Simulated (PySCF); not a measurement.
Dipole moment and polarisability of BeH2

Compound: BeH2.
Structure used (PBE0-D3(BJ)/def2-SVP), in Å, numbered top down from 1:
```xyz
3
BeH2 angstrom
Be    -0.0002   -0.0001    0.0000
H     -0.0193   -0.0239    1.3387
H      0.0195    0.0240   -1.3387
```

Level: wB97X-D/def2-SVPD (PySCF), static field, nuclei fixed, core orbitals frozen in the response. The polarisability tensor in these axes (au):

```
x   20.78  0.00  0.00
y    0.00 20.78  0.00
z    0.00  0.00 20.69
```

Q: Give the principal values, the mean and the anisotropy Δα = √{½[(α1 − α2)² + (α2 − α3)² + (α1 − α3)²]}.

A: Principal values 20.69, 20.78 and 20.78 au; mean 20.75 au = 3.07 Å³ = 3.42 × 10⁻⁴⁰ C²·m²/J; Δα = 0.08 au (0 % of the mean).

Q: What is the dipole moment?

A: 0.00 D; point group D∞h allows none.

Q: Traceless (Buckingham) quadrupole moment about the centre of nuclear charge: eigenvalues?

A: -5.36, 2.68, 2.68 D·Å. With no charge and no dipole, the values don't depend on the origin. The electronic extent ⟨r²⟩ about the same centre is 32 bohr², a root-mean-square distance of 1.22 Å for the 6 electrons.

Q: Find the Langevin capture rate constant for H3+ (3.023 u) meeting this molecule (11.028 u), k = 2.342 × 10⁻⁹ cm³/s × √(α in Å³ / reduced mass in u).

A: The reduced mass is 2.37 u, so k = 2.67 × 10⁻⁹ cm³/s.

Q: Refractivity n − 1 of an ideal gas of it at 350 K and 1 atm, from the electronic α?

A: N = p/kT = 2.0968 × 10¹⁹ cm⁻³, so n − 1 = 2π × N × 3.07 × 10⁻²⁴ cm³ = 405 × 10⁻⁶ at long wavelengths.

Geometry: PBE0-D3(BJ)/def2-SVP; no solvent, vibrations or thermal averaging.
